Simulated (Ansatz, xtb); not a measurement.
# ClGeH5OSi: 4 structures ranked

4 gas-phase structures of ClGeH5OSi, from a drawn sample of its isomers (lower ones may exist). Each was relaxed with GFN2-xTB; where two conformers were screened, the lower at r2SCAN-D4/def2-SVP is listed:

A. `O[SiH2][GeH2][Cl]`, a singlet
B. `[OH][GeH2][SiH2]Cl`, a singlet
C. `O[Si@@H](Cl)[GeH3]`, a singlet
D. `[OH][Ge@@H]([SiH3])[Cl]`, a singlet

Q: Which do you expect lowest at r2SCAN-D4/def2-SVP, and how would the others follow?

A: Calculated order at r2SCAN-D4/def2-SVP: C (0.0), A (10.3), D (18.9), B (19.0) kcal/mol. Less than 1 kcal/mol parts D and B, so the order within that pair means little.

Energies above the lowest of each column, in kcal/mol; the last columns are at PBE-D3(BJ)/def2-SVP geometries:

| structure | GFN2-xTB | HF/STO-3G | r2SCAN-D4/def2-SVP | PBE-D3(BJ)/def2-SVP | CCSD(T)/def2-SVP + ΔMP2/def2-TZVPP |
| --- | --- | --- | --- | --- | --- |
| C | 7.5 | 0.0 | 0.0 | 0.0 | 0.0 |
| A | 0.0 | 7.8 | 10.3 | 9.9 | 9.7 |
| D | 12.3 | 10.1 | 18.9 | 15.6 | 18.8 |
| B | 18.2 | 12.2 | 19.0 | 17.9 | 19.4 |

CCSD(T)/def2-SVP + ΔMP2/def2-TZVPP puts C lowest; GFN2-xTB picks A. Flexible structures stand in one conformer each, not always the lowest. ΔMP2 is the change of the MP2 energy from the smaller to the larger basis.

Over these structures GFN2-xTB departs from r2SCAN-D4/def2-SVP by 5.9 kcal/mol on average once a common shift is removed. A GFN2-xTB relaxation took about 0.25 s and the r2SCAN-D4/def2-SVP energy about 3.9 s on a shared host (Ansatz 0.2.0, xtb 6.7.1).
